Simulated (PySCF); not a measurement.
A PySCF script (with the pyscf-properties extension) for the NMR shieldings of `C=CO[B@@H-]([NH3+])C#CC`, C5H10BNO, on a GFN2-xTB geometry:

```python
import basis_set_exchange as bse
import numpy as np
from pyscf import gto, dft
from pyscf.prop import nmr

atoms = """
C    -3.478951    0.958530   -0.150013
C    -2.478864    0.340965    0.465721
O    -1.216982    0.370507    0.029026
B    -0.202941   -0.460505    0.608762
N    -0.221269   -1.867740   -0.443188
C     1.221913    0.105099    0.401230
C     2.319622    0.578366    0.264948
C     3.646720    1.139464    0.096532
H    -3.317601    1.527695   -1.048166
H    -4.476655    0.922342    0.244890
H    -2.660516   -0.227471    1.379430
H    -0.436414   -0.910656    1.691324
H     0.536959   -2.496526   -0.205381
H    -1.118911   -2.334694   -0.374352
H    -0.095219   -1.494847   -1.377995
H     3.578129    2.137715   -0.336495
H     4.242021    0.509117   -0.565760
H     4.150199    1.208957    1.061176
"""
names = dict.fromkeys(["C", "O", "B", "N", "H"], "pcSseg-1")
basis = {el: gto.basis.parse(bse.get_basis(n, elements=[el], fmt="nwchem")) for el, n in names.items()}
mol = gto.M(atom=atoms, basis=basis, charge=0, verbose=0)
mf = dft.RKS(mol, xc="PBE0")
mf.grids.level = 2
mf.grids.alignment = dft.numint.BLKSIZE   # the property module wants whole blocks of grid points
mf.conv_tol = 1e-9
mf.kernel()

calc = nmr.RKS(mf)   # GIAO
C = mf.mo_coeff
Co = C[:, mf.mo_occ > 0]
resp = mf.gen_response(singlet=True, hermi=2)
def vind(x):   # induced exchange potential for any number of trial vectors
    d = np.einsum("pi,xij,qj->xpq", C, 2 * x.reshape(-1, C.shape[1], Co.shape[1]), Co, optimize=True)
    return np.einsum("xpq,pi,qj->xij", resp(d - d.transpose(0, 2, 1)), C, Co, optimize=True).ravel()
mo1, _ = nmr.rhf.solve_mo1(calc, with_cphf=vind)
sigma = calc.kernel(mo1)
for i, s in enumerate(sigma):   # ppm
    print("%2d %-2s %9.2f" % (i, mol.atom_pure_symbol(i), np.trace(s) / 3))
```

Problem. What are the results?

Solution. 
```
 0 C      94.08
 1 C      25.96
 2 O     173.08
 3 B     106.41
 4 N     208.07
 5 C      92.89
 6 C      86.63
 7 C     181.12
 8 H      27.20
 9 H      27.70
10 H      25.04
11 H      28.27
12 H      29.51
13 H      29.09
14 H      29.32
15 H      29.68
16 H      29.86
17 H      29.72
```

These numbers come from an equivalent density-fitted implementation of the same equations, which agrees with the script to about 0.01 ppm for H and up to a few tenths of a ppm for heavy atoms, so last digits may differ.

Size and cost of the density-fitted run: 186 basis functions, 46 s wall time on 1 thread of an Arm Neoverse N1, shared host; peak memory 0.95 GiB.
